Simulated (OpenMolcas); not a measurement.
# Pm IV: effect of the basis set

```yaml
Program: OpenMolcas 26.06
Method: CASSCF
Active_space: 4 electrons in 7 orbitals (4f)
State_averaging: 2S+1 = 5 even, 35 roots (30 in the spin-orbit step); 2S+1 = 3 even, 210 roots (26 in the spin-orbit step); 2S+1 = 1 even, 196 roots (0 in the spin-orbit step)
Spin-orbit_coupling: RASSI with atomic mean-field integrals over the reference wave functions, term energies averaged over their components
```

A. ANO-R2 [8s6p4d4f1g], X2C, finite nucleus; cost roughly 70 core-seconds
B. ANO-RCC-VTZP [8s7p5d3f2g1h], DKH3, point nucleus; cost of the order of 60 core-seconds
C. ANO-R3 [9s7p5d5f3g1h], X2C, finite nucleus; cost roughly 80 core-seconds

Energies in cm-1 above 4f4 5I4.

```
  Level      A      B      C
4f4 5I4    0.0    0.0    0.0
4f4 5I5   1576   1580   1572
4f4 5I6   3334   3342   3327
4f4 5I7   5209   5220   5198
4f4 5I8   7137   7151   7123
4f4 5F1  17277  17264  17276
4f4 5F2  17827  17815  17826
4f4 5F3  18652  18642  18649
4f4 5S2  19477  19469  19473
4f4 5F4  19752  19745  19747
```

Among A to C the level of the table that moves most is 4f4 5I8, by 28 cm-1 (lowest in C, highest in B).

High states are left out of the spin-orbit mixing, which shifts the levels that they would mix with. Without dynamic correlation excited terms often stand tens of per cent too high (terms of higher spin than the ground term too low), and those without a measured partner can miss by more than the paired ones. Levels of configurations outside the active space are missing. Levels that lie high or do not pair safely by name in every column are left out.
